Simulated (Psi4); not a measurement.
CH9NSSi2 (SMILES C[SiH2]S[SiH2]N), singlet, geometry from GFN2-xTB; HF/def2-TZVPD in Psi4.

Input for Psi4:
```
memory 2 GB

molecule mol {
0 1
  Si    1.644084    0.644667   -0.098817
  C     3.230009   -0.370390   -0.242818
  S     0.029911   -0.766221   -0.016488
  Si   -1.729563    0.485193    0.128536
  N    -3.169162   -0.443537    0.218280
  H     1.433410    1.507665   -1.260354
  H     1.609758    1.444668    1.124797
  H     3.349587   -1.035161    0.607797
  H     4.098091    0.280011   -0.286327
  H     3.223864   -0.984133   -1.138968
  H    -1.626634    1.248274    1.362885
  H    -1.802635    1.283738   -1.085344
  H    -3.323503   -0.999174    1.045192
  H    -3.439731   -0.977307   -0.593002
}

set basis def2-tzvpd
set reference rhf

energy('scf')
print_variables()
```

The log (banner, timings and long lists left out):

```
   => Loading Basis Set <=

    Name: DEF2-TZVPD
    Role: ORBITAL
    Keyword: BASIS

         ---------------------------------------------------------
                                   SCF
               by Justin Turney, Rob Parrish, Andy Simmonett
                          and Daniel G. A. Smith
                              RHF Reference
         ---------------------------------------------------------

  ==> Geometry <==

    Molecular point group: c1
    Full point group: C1

    Geometry (in Angstrom), charge = 0, multiplicity = 1:

       Center              X                  Y                   Z               Mass
    ------------   -----------------  -----------------  -----------------  -----------------
         SI           1.672565895413     0.658982541599    -0.100621839730    27.976926534650
         C            3.258490895413    -0.356074458401    -0.244622839730    12.000000000000
         S            0.058392895413    -0.751905458401    -0.018292839730    31.972071174400
         SI          -1.701081104587     0.499508541599     0.126731160270    27.976926534650
         N           -3.140680104587    -0.429221458401     0.216475160270    14.003074004430
         H            1.461891895413     1.521980541599    -1.262158839730     1.007825032230
         H            1.638239895413     1.458983541599     1.122992160270     1.007825032230
         H            3.378068895413    -1.020845458401     0.605992160270     1.007825032230
         H            4.126572895413     0.294326541599    -0.288131839730     1.007825032230
         H            3.252345895413    -0.969817458401    -1.140772839730     1.007825032230
         H           -1.598152104587     1.262589541599     1.361080160270     1.007825032230
         H           -1.774153104587     1.298053541599    -1.087148839730     1.007825032230
         H           -3.295021104587    -0.984858458401     1.043387160270     1.007825032230
         H           -3.411249104587    -0.962991458401    -0.594806839730     1.007825032230

  Running in c1 symmetry.

  Rotational constants: A =      0.27360  B =      0.03312  C =      0.03048 [cm^-1]
  Rotational constants: A =   8202.36106  B =    992.80599  C =    913.89165 [MHz]
  Nuclear repulsion =  356.835453893335455

  Charge       = 0
  Multiplicity = 1
  Electrons    = 66
  Nalpha       = 33
  Nbeta        = 33

  ==> Algorithm <==

  SCF Algorithm Type is DF.
  DIIS enabled.
  MOM disabled.
  Fractional occupation disabled.
  Guess Type is SAD.
  Energy threshold   = 1.00e-06
  Density threshold  = 1.00e-06
  Integral threshold = 1.00e-12

  ==> Primary Basis <==

  Basis Set: DEF2-TZVPD
    Blend: DEF2-TZVPD
    Number of shells: 117
    Number of basis functions: 287
    Number of Cartesian functions: 317
    Spherical Harmonics?: true
    Max angular momentum: 3

   => Loading Basis Set <=

    Name: (DEF2-TZVPD AUX)
    Role: JKFIT
    Keyword: DF_BASIS_SCF

  ==> Integral Setup <==

  SCF_SUBTYPE=INCORE selected. In-core MEM_DF algorithm will be used.
  Using in-core AOs.

  ==> MemDFJK: Density-Fitted J/K Matrices <==

    J tasked:                   Yes
    K tasked:                   Yes
    wK tasked:                   No
    Algorithm:                 Core
    Schwarz Cutoff:           1E-12
    Mask sparsity (%):       7.8792
    Fitting Condition:        1E-10

   => Auxiliary Basis Set <=

  Basis Set: (DEF2-TZVPD AUX)
    Blend: DEF2-UNIVERSAL-JKFIT
    Number of shells: 218
    Number of basis functions: 698
    Number of Cartesian functions: 827
    Spherical Harmonics?: true
    Max angular momentum: 4

  Minimum eigenvalue in the overlap matrix is 3.0431159659E-05.
  Reciprocal condition number of the overlap matrix is 2.8685378277E-06.
    Using symmetric orthogonalization.

  ==> Pre-Iterations <==

  SCF Guess: Superposition of Atomic Densities via on-the-fly atomic UHF (no occupation information).

   -------------------------
    Irrep   Nso     Nmo
   -------------------------
     A        287     287
   -------------------------
    Total     287     287
   -------------------------

  ==> Iterations <==

                           Total Energy        Delta E     RMS |[F,P]|

   @DF-RHF iter SAD: -1072.27221515487872   -1.07227e+03   0.00000e+00
   @DF-RHF iter   1: -1072.93424580721376   -6.62031e-01   2.17203e-03 DIIS/ADIIS
   @DF-RHF iter   2: -1073.08492605610400   -1.50680e-01   1.05787e-03 DIIS/ADIIS
   @DF-RHF iter   3: -1073.12503486661785   -4.01088e-02   1.88538e-04 DIIS/ADIIS
   @DF-RHF iter   4: -1073.12768892813006   -2.65406e-03   6.16855e-05 DIIS
   @DF-RHF iter   5: -1073.12795122311400   -2.62295e-04   1.28669e-05 DIIS
   @DF-RHF iter   6: -1073.12796773120681   -1.65081e-05   3.99428e-06 DIIS
   @DF-RHF iter   7: -1073.12796945217679   -1.72097e-06   1.15987e-06 DIIS
   @DF-RHF iter   8: -1073.12796965196549   -1.99789e-07   3.58774e-07 DIIS
  Energy and wave function converged.

  ==> Post-Iterations <==

    Orbital Energies [Eh]
    ---------------------

    Doubly Occupied:

[...]
    Virtual:

[...]
    Final Occupation by Irrep:
              A
    DOCC [    33 ]
    NA   [    33 ]
    NB   [    33 ]

  @DF-RHF Final Energy: -1073.12796965196549

   => Energetics <=

    Nuclear Repulsion Energy =            356.8354538933354547
    One-Electron Energy =               -2194.6434642250569595
    Two-Electron Energy =                 764.6800406797560754
    Total Energy =                      -1073.1279696519654863

Computation Completed

Properties will be evaluated at   0.000000,   0.000000,   0.000000 [a0]

Properties computed using the SCF density matrix

 Multipole Moments:

 ------------------------------------------------------------------------------------
     Multipole            Electronic (a.u.)      Nuclear  (a.u.)        Total (a.u.)
 ------------------------------------------------------------------------------------

 L = 1.  Multiply by 2.5417464519 to convert [e a0] to [Debye]
 Dipole X            :         -3.4311703            3.5523111            0.1211408
 Dipole Y            :         -1.8326476            1.7854354           -0.0472122
 Dipole Z            :          0.2170596           -0.2251295           -0.0080700
 Magnitude           :                                                    0.1302659

 ------------------------------------------------------------------------------------

  Variable Map:
  ----------------------------------------------------------------------------
[...]
  Array Variable Map:
  ----------------------------------------------------------------------------
[...]
[...]
```
